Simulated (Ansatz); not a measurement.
Ta3B3⁺. Total charge 1; doublet. Geometry PBE-D4/def2-SVP, that of the neutral singlet; atoms count from 1.

```xyz
6

Ta    1.672   -1.883    1.010
Ta   -1.453    0.685    0.141
Ta   -0.491   -1.258    1.461
B    -0.721    1.924   -1.310
B     0.595   -0.361   -0.151
B     0.398    0.893   -1.151
```

In the def2 sets Ta takes a core potential; there is no spin–orbit coupling. The charge 1 doublet is spin-contaminated (final ⟨S²⟩ up to 1.51, 0.75 for a pure state). The structure comes from a short search, and lower isomers may exist.

Estimate the Mulliken populations from the PBE0/def2-TZVP orbitals of Ansatz.


| atom | charge (e) | spin (α − β) | d electrons |
| --- | --- | --- | --- |
| Ta1 | 0.46 | -0.18 | 3.34 |
| Ta2 | 0.25 | 0.66 | 3.50 |
| Ta3 | 0.32 | 0.19 | 3.64 |
| B4 | 0.09 | 0.33 | – |
| B5 | -0.06 | -0.04 | – |
| B6 | -0.05 | 0.03 | – |
Mulliken values and Mayer orders depend strongly on the basis.

Where does the spin sit?

Summed by element: Ta 0.68, B 0.32, of 1 unpaired in all. Largest on single atoms: Ta2 0.66, B4 0.33, Ta3 0.19.

And the Mayer bond orders between bonded heavy atoms (over 0.3)?

Ta1–Ta2 0.33 (4.14 Å); Ta1–Ta3 2.80 (2.30 Å); Ta1–B5 1.01 (2.20 Å); Ta2–Ta3 1.65 (2.54 Å); Ta2–B4 1.69 (2.04 Å); Ta2–B5 0.65 (2.32 Å); Ta2–B6 1.00 (2.27 Å); Ta3–B5 0.86 (2.14 Å); B4–B6 1.40 (1.53 Å); B5–B6 0.90 (1.62 Å).
